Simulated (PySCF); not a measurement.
## Broadened absorption spectrum of C4H5ClGe

C4H5ClGe.
Numbering: `[Cl:1][C:2]1=[CH:3][GeH2:4][CH:5]=[CH:6]1` (hydrogens: H7 on C3; H8, H9 on Ge4; H10 on C5; H11 on C6)

Computed with PySCF, TDDFT B3LYP/def2-SVPD, vertical, gas phase, core orbitals frozen in the response. Geometry: PBE0-D3(BJ)/def2-SVP; no solvent, vibrations or thermal averaging. Relativistic effects, spin–orbit coupling among them, are left out although an element past zinc is present.

Computed states:

```json
{"state": "S1", "E (eV)": "4.35", "f": "0.042"}
{"state": "S2", "E (eV)": "5.43", "f": "0.0006"}
{"state": "S3", "E (eV)": "5.77", "f": "0.115"}
{"state": "S4", "E (eV)": "5.80", "f": "0.0026"}
{"state": "S5", "E (eV)": "5.87", "f": "0.0048"}
{"state": "S6", "E (eV)": "6.08", "f": "0.0000"}
{"state": "S7", "E (eV)": "6.30", "f": "0.0019"}
{"state": "S8", "E (eV)": "6.47", "f": "0.0053"}
{"state": "S9", "E (eV)": "6.73", "f": "0.0007"}
{"state": "S10", "E (eV)": "6.94", "f": "0.133"}
```

Each state is given a Gaussian of 0.3 eV full width at half maximum, with ε(max) = 2.175×10⁸ f / Δν̃ (Δν̃ the width in cm⁻¹). The width is an assumption, not a result. The curve ends short of the highest state used, and states not computed would add to its high-energy end.

Task: Give the broadened spectrum and its maxima.

Result: 
λ (nm), ε (L mol⁻¹ cm⁻¹) and a bar:
```
    195.5        442 #
    197.7        312 #
    200.0        229 #
    202.2        337 #
    204.4        913 ###
    206.6       2373 #######
    208.9       5059 ##############
    211.1       8160 #######################
    213.3      10445 #############################
    215.5      10735 ##############################
    217.8       8853 #########################
    220.0       6032 #################
    222.2       3430 ##########
    224.4       1657 #####
    226.7        673 ##
    228.9        265 #
    231.1        109 
    233.3         50 
    235.6         25 
    237.8         13 
    240.0          6 
    242.2          3 
    244.5          1 
    246.7          0 
    248.9          0 
    251.1          0 
    253.4          0 
    255.6          2 
    257.8          6 
    260.0         17 
    262.3         48 
    264.5        115 
    266.7        244 #
    268.9        471 #
    271.2        841 ##
    273.4       1332 ####
    275.6       1931 #####
    277.8       2572 #######
    280.1       3184 #########
    282.3       3608 ##########
    284.5       3799 ###########
    286.7       3729 ##########
    289.0       3404 ##########
    291.2       2922 ########
    293.4       2360 #######
    295.6       1799 #####
    297.9       1276 ####
    300.1        870 ##
    302.3        564 ##
    304.5        349 #
    306.8        201 #
    309.0        113 
    311.2         61 
    313.4         32 
    315.7         15 
    317.9          7
```

Maxima: 285 nm (4.35 eV), ε about 3800, made up of S1 (100%); 215 nm (5.77 eV), ε about 11000, made up of S3 (95%) (ε in L mol⁻¹ cm⁻¹; maxima over ε = 5, shares over 10%). At its high-energy end, 6.34 eV, the curve is still rising (ε about 440, from S7 and S8).

Task: Does any computed singlet lie in the visible range?

Result: No computed singlet lies in the visible range (380 to 750 nm); the lowest, at 285 nm, stands 1.09 eV above its violet end (3.26 eV); a Tamm–Dancoff triplet lies at 449 nm, without intensity as long as spin–orbit coupling is left out.

Task: On this curve, what absorbance would a 10⁻⁵ mol/L sample give at 222 nm over a 1 cm path?

Result: 222 nm is 5.585 eV, where ε is about 3600 L mol⁻¹ cm⁻¹, so A = ε c l ≈ 0.036 (Beer–Lambert, with the gas-phase spectrum and the assumed width).

Task: Coming from long wavelengths, where does ε first pass 100 L mol⁻¹ cm⁻¹?

Result: At about 309 nm (4.01 eV), 0.34 eV below S1.

The vertical ionisation energy (ΔSCF) is 8.78 eV, 1.84 eV above S10.

The run took 2.4 min of wall time (grids of density and orbitals included) on one thread of an Arm Neoverse N1 (shared host), and the process peaked at 0.89 GiB of memory.
